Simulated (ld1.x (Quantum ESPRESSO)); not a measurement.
## Configuration tests for Os (Z = 76) (TM semilocal)

ld1.x (Quantum ESPRESSO) 7.5 input, shortened:

```
&input
   title='Os', zed=76., rel=1, dft='REVPBE', iswitch=3,
   config='[Xe] 4f14 5d6 6s1 6p0'
 /
 &inputp
   pseudotype=1, tm=.true., lloc=2,
   nlcc=.true., rcore=1.20
 /
3
6S  1  0   1.00   0.00  1.90  1.90  0.0
6P  2  1   0.00   0.00  3.25  3.25  0.0
5D  3  2   6.00   0.00  1.85  1.85  0.0
 &test
   configts(1)='5d6 6s1 6p0'
 /
```

Energies are relative to the spin-unpolarised reference configuration 5d6 6s1 6p0; without spin polarisation the order of configurations can differ from experiment.

| valence configuration | charge | ΔE all-electron (eV) | error AE − PS (meV) |
| --- | --- | --- | --- |
| 5d6 6s2 6p0 | 0 | -9.488 | -0.3 |
| 5d6 6s0 6p0 | +2 | 16.779 | -15 |
| 5d5 6s0 6p0 | +3 | 45.536 | -107 |
| 5d5 6s2 6p1 | 0 | -3.370 | -93 |
| 5d4 6s0 6p0 | +4 | 86.925 | -488 |
| 5d6.5 6s1.5 6p0 | 0 | -9.444 | +2.1 |

Task: What are ΔE and the potential's error for 5d6 6s0 6p2?

Result: ΔE = 0.945 eV all-electron; the error (AE − PS) is -11 meV.
